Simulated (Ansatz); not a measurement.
Cartesian coordinates (Å):
```xyz
9

F     -1.4648    -1.6335     0.1920
Si    -1.7246    -0.0545     0.0126
Si     0.3607     0.9283    -0.0835
Si     2.0407    -0.3503     0.0364
H     -2.5133     0.1431    -1.2261
H     -2.5260     0.4150     1.1672
H      0.5040     2.3924    -0.2277
H      1.8788    -1.8091     0.1792
H      3.4439     0.1080    -0.0070
```
Charge +1, spin multiplicity 2.

These are frozen-core CCSD(T)/cc-pVTZ // ωB97X-D3(BJ)/def2-TZVP in Ansatz (a quantum-chemistry and plane-wave program) values and carry that method's errors. The geometry is that of the parent before the electron was removed.

```yaml
HF energy: -968.96940 Ha
MP2 correlation energy: -0.56540 Ha
```

### Question
Estimate the CCSD correlation energy, the (T) correction, the total energy and the T1 diagnostic.

### Answer

```
Item                             Value
-----------------------  -------------
CCSD correlation energy    -0.61898 Ha
(T) correction             -0.02061 Ha
CCSD(T) total energy     -969.60899 Ha
T1 diagnostic                    0.014
```
